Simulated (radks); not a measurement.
Question: Valence configurations of Se (all share [Ar]). All-electron calculation, scalar-relativistic Kohn-Sham, LDA (Slater exchange, Perdew-Wang correlation), spin-unpolarised, spherical densities, finite nucleus; Fermi nuclear charge, rms radius 4.14 fm. Program: a radial shooting solver on a logarithmic mesh with Libxc functionals. Order these by energy: 3d10 4s1 4p5; 3d9 4s1 4p6; 3d8 4s2 4p6; 3d9.5 4s2 4p4.5; 3d10 4p6; 3d10 4s2 4p4; 3d9 4s2 4p5.

Answer: From the lowest, in eV above it: 3d10 4s2 4p4 0.000; 3d10 4s1 4p5 10.941; 3d10 4p6 22.100; 3d9.5 4s2 4p4.5 24.620; 3d9 4s2 4p5 51.807; 3d9 4s1 4p6 63.673; 3d8 4s2 4p6 114.14. NIST lists [Ar] 3d10 4s2 4p4 as the ground configuration; this level of theory agrees among the configurations tried. The energies are those of spherical spin-averaged densities, not of single terms.
